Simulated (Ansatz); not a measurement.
`C[B](F)[AlH2]` + silanol → `CB(F)O[SiH3]` + `[AlH3]` at 400 K and 1 bar (cleavage of the B–Al bond).

Isolated molecules relaxed with PBE0-D4/def2-TZVP in Ansatz; ΔE leaves out vibrations. CCSD(T)/CBS is the MP2 limit (def2-TZVPP, def2-QZVPP) plus CCSD(T) − MP2 in def2-TZVPP, frozen cores. This one scheme is used for every species. One conformer a species, not always the lowest.

```json
{"species": "`C[B](F)[AlH2]`", "CCSD(T)/CBS energy (Eh)": "-407.68475", "H − E (kJ/mol)": "177.0", "S (J/(mol·K))": "376.6"}
{"species": "`O[SiH3]`", "CCSD(T)/CBS energy (Eh)": "-366.69042", "H − E (kJ/mol)": "120.0", "S (J/(mol·K))": "276.4"}
{"species": "`CB(F)O[SiH3]`", "CCSD(T)/CBS energy (Eh)": "-530.66692", "H − E (kJ/mol)": "227.8", "S (J/(mol·K))": "398.8"}
{"species": "`[AlH3]`", "CCSD(T)/CBS energy (Eh)": "-243.78045", "H − E (kJ/mol)": "63.6", "S (J/(mol·K))": "220.9"}
```

H − E and S are ideal-gas, rigid-rotor, harmonic terms from PBE0-D4/def2-TZVP, for one conformer and one mirror image of each species. 1 Eh = 2625.50 kJ/mol, R = 8.31446 J/(mol·K).

Task: By hand: ΔE, ΔH, ΔS and ΔG.

Result: ΔE = (-530.66692) + (-243.78045) − (-407.68475) − (-366.69042) = -0.07220 Eh = -189.6 kJ/mol. Δ(H − E) = 227.8 + 63.6 − 177.0 − 120.0 = -5.6, so ΔH = -195.2 kJ/mol. ΔS = 398.8 + 220.9 − 376.6 − 276.4 = -33.3 J/(mol·K). ΔG = -195.2 − 400 × (-33.3)/1000 = -181.9 kJ/mol.

Task: By hand: the equilibrium constant, and the temperature at which ΔG would vanish if ΔH and ΔS stayed fixed.

Result: log₁₀ K = −ΔG/(RT ln 10) = 23.8. ΔG = 0 at ΔH/ΔS = 5862 K, far beyond where these terms or the molecules hold.

ΔH outweighs TΔS. A doubt of 5 kJ/mol in ΔE shifts log₁₀ K by 0.7 here. Other conformers and mirror images would add mixing entropy, several J/(mol·K) or more a flexible species. Modes under 60 cm⁻¹, often nearly free rotors, make the harmonic entropy too high. These are equilibria of isolated gas molecules and say nothing of rates. Largest T1 diagnostic: 0.013 (customary marks: 0.02 for closed shells, 0.045 for open ones).
